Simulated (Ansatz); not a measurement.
CH₆GeOS, SMILES `C[O][GeH2][SH]`, relaxed with RKS PBE0-D4/def2-TZVP in Ansatz from a GFN2-xTB geometry. The force threshold is 0.005 eV/Å; the program also tests the step.

The species carries charge 0 and has multiplicity 1.

Start:

```xyz
10

C     1.080    0.050   -1.150
O     0.799   -0.408    0.156
Ge   -0.779   -0.638    0.893
S    -1.872    1.283    0.895
H     0.783   -0.688   -1.899
H     2.158    0.204   -1.208
H     0.572    0.994   -1.366
H    -1.614   -1.657    0.146
H    -0.321   -1.107    2.243
H    -0.805    1.968    1.288
```

Q: By how much does the energy fall, and how many steps does the optimiser take? (Best estimate.)

A: Computed: 8.97 kJ/mol, in 12 steps, 1 of them rejected.

Q: Which bonds change most? (Best estimate.)

A: Computed: Ge3–H9 from 1.501 to 1.530 Å; Ge3–H8 from 1.514 to 1.538 Å; O2–Ge3 from 1.756 to 1.773 Å; S4–H10 from 1.328 to 1.343 Å.

Q: Give the relaxed structure. (Estimate.)

A: The calculation gave: 
```xyz
10

C     1.082    0.004   -1.168
O     0.954   -0.389    0.180
Ge   -0.670   -0.587    0.863
S    -1.819    1.309    0.743
H     0.641   -0.732   -1.853
H     2.147    0.085   -1.394
H     0.612    0.976   -1.357
H    -1.477   -1.593    0.024
H    -0.414   -1.011    2.310
H    -1.056    1.938    1.652
```
